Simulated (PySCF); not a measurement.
# How methods differ on the excitation energy of Ca

Ca [Ar] 4s2 (1S) → Ca [Ar] 3d2 (3F), as a difference of total energies. Computed with PySCF 2.14 in aug-cc-pVDZ-X2C, with the spin-free X2C one-electron Hamiltonian (Gaussian nucleus). Correlated levels: valence: [Ar] frozen. The calculations carry no spin-orbit coupling.

```json
{"method": "UHF", "excitation energy (cm⁻¹)": "44917"}
{"method": "MP2 (valence)", "excitation energy (cm⁻¹)": "47636"}
{"method": "SCS-MP2 (valence)", "excitation energy (cm⁻¹)": "49162"}
{"method": "CCSD (valence)", "excitation energy (cm⁻¹)": "48202"}
```

With two correlated electrons CCSD is exact in that space.

The coupled-cluster amplitudes are large for the upper state (T1 above 0.03 or a double amplitude above 0.15), so a single reference is strained.
